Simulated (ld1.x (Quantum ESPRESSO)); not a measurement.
**lithium: excitation energies, all-electron against RRKJ**

- Element: Li
- Generator: ld1.x (Quantum ESPRESSO) 7.5
- Type: norm-conserving RRKJ (Kleinman–Bylander form)
- Functional: BP86
- Relativity: scalar-relativistic
- Frozen core: none
- Valence charge: 3
- Reference configuration: 1s2 2s1 2p0
- Partial waves: 1s (bound): rc 0.50 bohr; 3d channel at -0.05 Ry: rc 3.90 bohr; 2p (bound, empty): rc 4.20 bohr
- Local potential: the p channel
- Core correction: none
- rho0: 0.01

Occupied shells without a wave of their own: 2s. They enter only through the test configuration that unscreens the potential.

Energies are relative to the spin-unpolarised reference configuration 1s2 2s1 2p0; without spin polarisation the order of configurations can differ from experiment.

```tsv
valence configuration	charge	ΔE all-electron (eV)	error AE − PS (meV)
1s2 2s0 2p0	+1	5.308	-292
1s2 2s0.5 2p0	+0.5	2.088	-126
1s1 2s1 2p0	+1	68.591	-172
```

(1) What are ΔE and the potential's error for 1s2 2s0 2p1?

Levels in the configuration 1s1 2s1 2p0:

```csv
level,all-electron (eV),pseudo (eV)
1s,-86.149,-86.378
2s,-12.495,-12.799
```

A Bessel basis up to 400 Ry misses an occupied level by 0.63 Ry, so cutoffs and ghosts were not judged.

Results:

(1) ΔE = 1.786 eV all-electron; the error (AE − PS) is -210 meV.

The 2s level has no wave, so the channel is fitted at the deeper level alone: the likely source of the large errors.
